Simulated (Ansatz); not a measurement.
Total energies of CuH₂ from Ansatz at PBE0-D4/def2-TZVP, gas phase (1 Eh = 27.2114 eV = 2625.5 kJ/mol). The reference geometry is relaxed at PBE-D4/def2-TZVP.

Cartesian coordinates in Å:
```
Cu 0.199 0.420 0.103
H -0.539 0.285 -1.229
H 0.340 -0.704 1.126
```

```json
{"state": "charge 0 doublet", "geometry": "reference", "energy (Eh)": "-1641.38792"}
{"state": "charge 1 singlet", "geometry": "reference", "energy (Eh)": "-1641.01776"}
{"state": "charge 1 singlet", "geometry": "relaxed at PBE-D4/def2-TZVP", "energy (Eh)": "-1641.15453"}
{"state": "charge 0 quartet", "geometry": "relaxed at PBE-D4/def2-TZVP", "energy (Eh)": "-1641.24986"}
{"state": "free Cu atom (doublet)", "geometry": "–", "energy (Eh)": "-1640.24417"}
{"state": "free H atom (doublet)", "geometry": "–", "energy (Eh)": "-0.50104"}
```

Work out the vertical ionisation energy to the singlet.

E(charge 1 singlet) − E(charge 0 doublet) = -1641.01776 − (-1641.38792) = 0.37016 Eh = 10.07 eV. For comparison, −ε of the highest occupied level of the spin that leaves is 7.37 eV at this level, 2.70 eV less.

How much does the charge 1 singlet relax, and what is the adiabatic ionisation energy?

Relaxation: -1641.01776 − (-1641.15453) = 0.13677 Eh = 3.72 eV. Adiabatic ionisation energy: 0.23339 Eh = 6.35 eV, without zero-point energy. In the charge 1 singlet, H2 and H3 lie 0.81 Å apart (atoms count from 1), so H2 has formed as a molecule.

Which of the charge 0 states is lowest, and how far above it are the others?

The doublet. quartet: -1641.24986 − (-1641.38792) = 0.13806 Eh = 362.5 kJ/mol.

What is the binding energy per atom against free atoms?

Atoms: 1 × (-1640.24417) + 2 × (-0.50104) = -1641.24625 Eh. Binding: -1641.24625 − (-1641.38792) = 0.14167 Eh = 3.86 eV, or 1.29 eV for each of 3 atoms (no zero-point energy, no counterpoise term).

The restricted singlet is unstable towards broken spin symmetry in Hartree–Fock (as tested in another run); at PBE0-D4/def2-TZVP this wasn't settled. 

The structure comes from a short search, and lower isomers may exist.
